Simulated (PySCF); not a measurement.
An excited-state job on `C=C[Si@H](F)[GeH2][CH3]`.

Method: TDDFT wB97X-D/def2-SVPD, vertical, gas phase, core orbitals frozen in the response (PySCF 2.14.0, density-fitted response routines). Geometry: GFN2-xTB. A driver script takes a list of jobs; this job's settings line and coordinates (Å) are shown.

Command:
```bash
OMP_NUM_THREADS=1 python probes_run.py task.json out
```

Input:
```
{"job": {"kind": "uv", "xc": "wB97X-D", "basis": "def2-SVPD", "nstates": 8, "ntriplets": 3}, "charge": 0, "multiplicity": 1}
C      1.675573     1.515236     0.104773
C      1.953039     0.353492    -0.465286
Si     1.063168    -1.250908    -0.050303
F      1.088847    -2.129188    -1.409930
Ge    -1.167267    -0.918670     0.564945
C     -2.115156     0.526257    -0.388403
H      0.903874     1.602776     0.856923
H      2.196299     2.428349    -0.139688
H      2.736405     0.312667    -1.212158
H      1.848416    -2.069593     0.870447
H     -2.002703    -2.167183     0.422244
H     -1.283756    -0.622807     2.042814
H     -1.614468     1.481322    -0.249830
H     -3.136357     0.624815    -0.029745
H     -2.150327     0.321425    -1.455680
```

Output:
```
coarse grid: 56920 points
cycle   1  E = -2585.5217519339  dE = -2.449e-01  |g| = 6.555e-01  |ddm| = 4.933e+00
cycle   2  E = -2585.5152582859  dE =  6.494e-03  |g| = 7.519e-01  |ddm| = 1.397e+00
cycle   3  E = -2585.6005137196  dE = -8.526e-02  |g| = 6.093e-02  |ddm| = 6.721e-01
cycle   4  E = -2585.6011978093  dE = -6.841e-04  |g| = 3.029e-02  |ddm| = 1.397e-01
cycle   5  E = -2585.6013743601  dE = -1.766e-04  |g| = 5.405e-03  |ddm| = 4.997e-02
cycle   6  E = -2585.6013807094  dE = -6.349e-06  |g| = 1.420e-03  |ddm| = 1.490e-02
final grid: 118544 points
cycle   7  E = -2585.6009524644  dE = -2.721e-06  |g| = 1.703e-03  |ddm| = 1.394e-02
cycle   8  E = -2585.6009526050  dE = -1.406e-07  |g| = 1.642e-03  |ddm| = 4.456e-03
cycle   9  E = -2585.6009530612  dE = -4.561e-07  |g| = 1.574e-04  |ddm| = 1.724e-03
cycle  10  E = -2585.6009530685  dE = -7.385e-09  |g| = 7.122e-05  |ddm| = 3.478e-04
cycle  11  E = -2585.6009530705  dE = -1.981e-09  |g| = 1.695e-05  |ddm| = 2.006e-04
cycle  12  E = -2585.6009530706  dE = -8.095e-11  |g| = 6.004e-06  |ddm| = 4.051e-05
converged SCF energy = -2585.6009530706

Static polarisability (au): isotropic 92.918, principal 78.673 99.182 100.899

Singlet excitations
state   eV       nm        f      main configurations
  1   6.2479    198.4   0.01495   H->L 0.72, H-1->L 0.15
  2   6.6643    186.0   0.01851   H->L+1 0.32, H-1->L 0.29, H-4->L 0.13
  3   6.9661    178.0   0.23791   H->L+1 0.50, H-1->L 0.20, H->L 0.17
  4   7.1973    172.3   0.06410   H->L+2 0.78
  5   7.3551    168.6   0.02408   H-1->L+1 0.38, H-2->L 0.20, H-1->L 0.15
  6   7.6803    161.4   0.01012   H-2->L 0.30, H-2->L+1 0.27, H-1->L+1 0.22
  7   7.9470    156.0   0.04468   H-2->L+1 0.37, H-1->L+1 0.21, H-4->L 0.15
  8   8.0218    154.6   0.00655   H-1->L+2 0.36, H-4->L+1 0.17, H-2->L 0.10

Triplet excitations (Tamm-Dancoff, eV): 4.4230 5.7985 6.1159
```

The SCF starts on a coarse grid where the log names one; the energy can jump when the final grid takes over, and dE then counts from the start density on the new grid. H and L stand for HOMO and LUMO; the number after each pair is its weight.

Task: How does the lowest singlet excitation compare with the HOMO–LUMO gap?

Result: HOMO -9.75 eV and LUMO 0.92 eV give a gap of 10.67 eV; S1 at 6.25 eV lies 4.42 eV below it.

Task: Which computed singlet has the largest oscillator strength, and what do all of them sum to?

Result: State 3 at 6.97 eV (178 nm), f = 0.238; the 8 states sum to 0.421.

In short: HOMO -9.75 eV, LUMO 0.92 eV; lowest singlet 6.25 eV; lowest triplet 4.42 eV (Tamm–Dancoff); mean polarisability 92.9 au.

 The wB97X-D/def2-SVPD calculation is non-relativistic and has no spin–orbit coupling, an omission that weighs most on germanium.

Task: Estimate the wall time. Hardware: an Arm Neoverse N1 with one thread, shared host. And the peak memory of the process?

Result: About 92 s, with 1.0 GiB resident at the peak, the Python interpreter and its libraries included.

One conformer stands for the species.
Labels such as C1 count atoms from 1, the log's own numbers from 0.

Note: wB97X-D ran without an empirical dispersion term, which enters the total energy and its gradient alone.
